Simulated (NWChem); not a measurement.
Species: ZnCl2; SMILES [Cl][Zn][Cl]

```xyz
3

Zn     0.0000     0.0000    -0.1145
Cl     2.0970     0.0000    -0.1146
Cl    -2.0970     0.0000    -0.1146
```
Atoms are numbered in this order, from 1.

Computed with NWChem. All runs use the structure optimised with PBE0/def2-SVP. GIAO values for the isolated, static molecule; σ is the absolute isotropic shielding.

Predict the results for LDA (Slater exchange, VWN5)/pcSseg-1. Quantities: σ Zn1 (ppm); σ Cl2 (ppm).

The σ Zn1 (ppm) comes out as 1624.2 and the σ Cl2 (ppm) is 970.3.
